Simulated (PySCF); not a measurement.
# CH5ClOSi

The system: CH5ClOSi, a small molecule; neutral, singlet. The structure, one conformer, was relaxed in the gas phase by PBE0-D3(BJ)/def2-SVP. No frequency run checks that it is a minimum.

SMILES: C[SiH](O)Cl

```xyz
9

Si    0.727    0.131    0.258
C    -1.104    0.316   -0.016
O     1.464   -0.813   -0.885
Cl    0.981   -0.718    2.140
H     1.451    1.423    0.228
H    -1.529    1.027    0.709
H    -1.306    0.689   -1.031
H    -1.621   -0.648    0.114
H     1.219   -1.742   -0.924
```
Atoms count from 1 in this order.

Shieldings: GIAO PBE0/pcSseg-2. Shifts are against computed references at the same level: C TMS (σ 184.1 ppm), H TMS (σ 31.24 ppm), Si TMS (σ 341.3 ppm). Core levels by delta-SCF with SCAN, pcX-2 on the ionised atom and pcseg-1 elsewhere, spin-free X2C (2p3/2 is the spin-free 2p value less a third of a first-order spin-orbit splitting); from the vacuum level, for chosen atoms.

Problem. Give the shieldings and core levels atom by atom.

Solution. 
```
   atoms               bonded to  σ (ppm)  δ (ppm)  core level (eV)
     Si1  1 C + 1 Cl + 1 O + 1 H    334.8      6.4     2p3/2 108.17
      C2              1 Si + 3 H    178.6      5.6        1s 290.71
      O3              1 Si + 1 H    261.1        -        1s 538.94
     Cl4                    1 Si    871.7        -     2p3/2 205.83
      H5                    1 Si    25.90     5.34                -
H6 H7 H8                     1 C    30.82     0.43                -
      H9                     1 O    29.68     1.56                -
```

Values are those of this one static structure, with the three H of a rotating XH3 group averaged; atoms that internal rotation interchanges would show their mean in an NMR spectrum.

Problem. By CAM-B3LYP/def2-SVPD (TDDFT singlets, Tamm-Dancoff triplets, ionisation by delta-SCF), where does absorption start, and what does vertical ionisation take?

Solution. The lowest singlet lies at 7.82 eV (f 0.037), the strongest of the first 6 at 8.59 eV (f 0.114), the lowest triplet at 7.51 eV; vertical ionisation takes 11.06 eV.
